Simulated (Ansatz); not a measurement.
C2H10GaN3, singlet, at a GFN2-xTB geometry (such geometries of metal compounds can be far from the true shape), with bond 6-5 at 2.4 times its length; Ansatz (a program for electronic structure) with SC-NEVPT2/STO-3G, CASSCF(6,4).

The Ansatz input:
Ansatz 0.2 input:
```yaml
crystal:
  periodic: [false, false, false]
  atoms:
    - {symbol: Ga, position_ang: [0.51311476, -0.25828831, 0.14353724]}
    - {symbol: N, position_ang: [1.85643869, -0.36554686, -1.09995056]}
    - {symbol: H, position_ang: [2.76258786, -0.69852024, -0.79150094]}
    - {symbol: H, position_ang: [1.99746524, 0.34763028, -1.80453427]}
    - {symbol: N, position_ang: [0.63810088, -1.28798774, 1.65482149]}
    - {symbol: H, position_ang: [-0.74168300, -0.89506980, 3.61528326]}
    - {symbol: H, position_ang: [1.55887489, -1.58067658, 1.96040973]}
    - {symbol: N, position_ang: [-1.09100030, 0.54041043, -0.30155896]}
    - {symbol: C, position_ang: [-1.26583496, 1.33172448, -1.50157914]}
    - {symbol: C, position_ang: [-2.18854097, 0.68518107, 0.63163409]}
    - {symbol: H, position_ang: [-2.17689432, 1.02670866, -2.03192936]}
    - {symbol: H, position_ang: [-1.34861298, 2.40530687, -1.27921261]}
    - {symbol: H, position_ang: [-0.41353735, 1.17321047, -2.16515826]}
    - {symbol: H, position_ang: [-2.31728562, 1.72737304, 0.95754673]}
    - {symbol: H, position_ang: [-3.12927821, 0.35803266, 0.17082610]}
    - {symbol: H, position_ang: [-2.00158744, 0.06258006, 1.50870415]}
basis:
  gaussian:
    orbitals: STO-3G
magnetization: {spin_polarized: false}
correlation: {method: sc_nevpt2, electrons: all, active_space: {window: {electrons: 6, orbitals: 4}}}
```

It wrote (shortened):

```
Functional definition: HF
676 factors; integrals over basis functions are off by at most 6.9e-5 eV
mean field evaluation 1: about -58264.2493 eV, gradient 9.3e1 eV
mean field evaluation 2: about -58264.5431 eV, gradient 9.3e1 eV
mean field evaluation 4: about -58292.0321 eV, gradient 3.0e1 eV
mean field evaluation 8: about -58298.7553 eV, gradient 1.2e0 eV
mean field evaluation 16: about -58298.7784 eV, gradient 1.9e-6 eV
mean field evaluation 32: about -58295.4867 eV, gradient 1.2e1 eV
mean field -58298.77839667 eV, -2142.4405897465 hartree, gradient 2.9e-6 eV, S^2 0.000000; 2 other end points of the search recorded, 0 dependent functions left out; unrestricted orbitals would lower it
reference -58298.77839667 eV, -2142.4405897465 hartree; 37, 37 occupied and 16, 16 virtual orbitals, 676 factors
state -58304.05253678 eV, -2142.6344108205 hartree
state -58304.05253678 eV, -2142.6344108205 hartree; corrected -58311.87431500 eV, -2142.9218558682 hartree
state -58304.05227720 eV, -2142.6344012810 hartree
state -58304.05227720 eV, -2142.6344012810 hartree; corrected -58311.93939989 eV, -2142.9242476939 hartree
state -58304.05227720 eV, -2142.6344012810 hartree; corrected -58311.93939989 eV, -2142.9242476939 hartree
WARN: 2 active orbitals are nearly empty or full. The corrections depend on them more than the energy does, and are more stable in an active space without them
WARN: the results are in doubt because another end's mean lies 0.000 eV lower, and its corrected mean 0.065 eV higher
Total energy: -58311.93939989 eV, -2142.9242476939 hartree
In doubt: another end's mean lies 0.000 eV lower, and its corrected mean 0.065 eV higher
```
